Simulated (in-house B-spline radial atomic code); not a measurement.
# BP86 excitations of the potassium ion K⁺

Method: BP86. Computed with an all-electron radial atomic-structure program (B-spline basis): linear response of the closed shell [Ne] 3s2 3p6 with the functional's adiabatic kernel; scalar-relativistic (spin-free one-electron X2C), finite nucleus, no spin-orbit coupling, no double excitations, S, P, D and F terms only. Only terms of natural parity with L up to 3 were computed.

Command:
```bash
python run_td.py task.json out
```
Settings (radii: box in bohr, nucleus in fm):
```
Z                        19
electrons                18
configuration            [Ne] 3s2 3p6
hamiltonian              x2c
method                   b88,p86
box_radius               41.61
rms_radius               3.4349
intervals                75
```

Run time, properties included: 0.9 s on 1 thread of Arm Neoverse N1 (shared host).

The lowest states, in the order of their Tamm-Dancoff energies; the method's threshold (minus the highest occupied level) is 24.958 eV. Labels give the largest channel, * marks a mixed state, and oscillator strengths are full-response dipole values. Semilocal kernels can invert the small singlet-triplet splittings of Rydberg terms. Energies in eV:

```csv
state,full response,Tamm-Dancoff,oscillator strength
3p → 4s 3P,?,?,-
3p → 4s 1P,18.964,18.971,0.354
3p → 3d 3P,19.928,19.992,-
3p → 3d 3F,20.009,20.100,-
3p → 4p 3S,?,?,-
3p → 4p 3D,21.080,21.086,-
3p → 4p 1D,21.152,21.156,-
3p → 3d 1F,21.248,21.257,-
3p → 4p 1S,21.748,21.804,-
3p → 3d 1P,22.782,22.846,0.627
```

Task: Where does 3p → 4p 3S lie?

Result: At 20.963 eV in full response, 20.975 eV in Tamm-Dancoff.

Task: Where does 3p → 4s 3P lie?

Result: At 18.720 eV in full response, 18.729 eV in Tamm-Dancoff.

Task: How large is the singlet-triplet splitting of 3p → 4s (P terms) in Tamm-Dancoff?

Result: 0.242 eV, from the unrounded values.

Task: What polarisabilities and dispersion coefficient does the method give?

Result: Dipole 5.719 bohr³, quadrupole 18.01 bohr⁵, C6 24.59 hartree·bohr⁶ for two such species.
